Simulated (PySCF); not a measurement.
**A small calculation by hand: chemical shift, span and skew from a shielding tensor**

CH₅AlBrN, SMILES [Br][Al]([CH3])[NH2]. Atoms are numbered in the order given.

```xyz
9

Al     0.6464     0.6655     0.2089
Br    -0.8905    -0.9438    -0.2731
C      0.6291     2.3721    -0.7358
H      0.7570     2.2221    -1.8217
H      1.4278     3.0498    -0.3906
H     -0.3369     2.8879    -0.5985
N      1.8188     0.2515     1.4708
H      2.5647     0.8606     1.7990
H      1.8446    -0.6320     1.9745
```
Charge 0, spin multiplicity 1.

Geometry optimised at TPSSh-D3(BJ)/def2-SVP. The structure was generated by enumeration; whether it is a known compound was not checked. The values are those of a single conformer.

GIAO shieldings from HF/pcSseg-1 (PySCF), non-relativistic, no solvent. The symmetric part of the tensor of C3 has the principal values 196.8, 200.7, 210.1 ppm. The same nucleus in TMS has σ = 192.6 ppm at this level (PySCF, at its B3LYP-D3(BJ)/def2-TZVP geometry). Without spin–orbit terms, shifts of atoms bonded to Cl or Br come out too high.

Task: Work out the isotropic shielding, the ¹³C shift against TMS, the span and the skew.

Result: 
σ(iso) = (σ11 + σ22 + σ33)/3 = 202.5 ppm. δ = σ(ref) − σ(iso) = 192.6 − (202.5) = -9.9 ppm.
Span Ω = σ33 − σ11 = 13.3 ppm. Skew κ = 3(σ(iso) − σ22)/Ω = 0.41. Tumbling in solution averages the tensor to δ; in a static solid the shielding alone would spread this spin-1/2 line over Ω.
